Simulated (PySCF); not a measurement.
H7N3Si, SMILES N[SiH](N)N.

Geometry: PBE0-D3(BJ)/def2-SVP. The values are those of a single conformer.

Calculation: PBE/def2-TZVP (PySCF).

Gas-phase values at a fixed geometry.

Computed frontier levels, gap, dipole moment and polarisability:
The highest occupied level is -5.39 eV and the lowest empty level is 0.24 eV. The orbital gap comes out as 5.64 eV. The dipole moment comes out as 0.234 e·Å and the quadrupole, principal values (traceless, Buckingham form, about the centre of nuclear charge) comes out as -3.88, -1.42, 5.30 D·Å. The mean static polarisability is 50.6 bohr³ (7.50 Å³). The polarisability, principal values comes out as 46.3, 51.7, 53.9 bohr³.
